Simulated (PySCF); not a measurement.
**Ionising HgSb**

PBE0; Hg def2-SVP with ECP60, Sb def2-SVP with ECP28; scalar-relativistic core potentials (PySCF 2.14). Neutral (UKS): quartet (σ ↑, π ↑↑), Re = 3.487 Å, ωe = 28.1 cm⁻¹, De = 0.05 eV, HOMO -5.95 eV, LUMO -2.67 eV.

HgSb⁺ (UKS): triplet (π ↑↑), Re = 2.787 Å, ωe = 132 cm⁻¹, De = 1.66 eV to Hg + Sb⁺. The energies at the minima are -393.73017 hartree for HgSb and -393.45701 for HgSb⁺.

Work out the adiabatic ionisation energy, without and with harmonic zero-point energies (1 hartree = 27.2114 eV, 1 eV = 8065.5 cm⁻¹), and the change of the bond length.

At PBE0: 0.27316 hartree = 7.433 eV between the minima; the zero-point term (132.0 − 28.1)/2 cm⁻¹ = +0.006 eV makes it 7.440 eV. Re changes by -70.0 pm against the neutral. The electron leaves a σ orbital, and the shorter bond of the ion fits an antibonding orbital, or a change in how ionic the bond is.

Weak bonds: HgSb. Basis-set superposition, not corrected here, can be much of De in a small basis, most of all at correlated wavefunction levels. These are scalar-relativistic numbers at best; spin–orbit coupling would shift them, the dissociation energy most. For an ion De counts to the pair picked by the measured ionisation energies or electron affinities, which need not be the lowest pair at this level. States were picked by a PBE0 search and need not be the measured ground states.
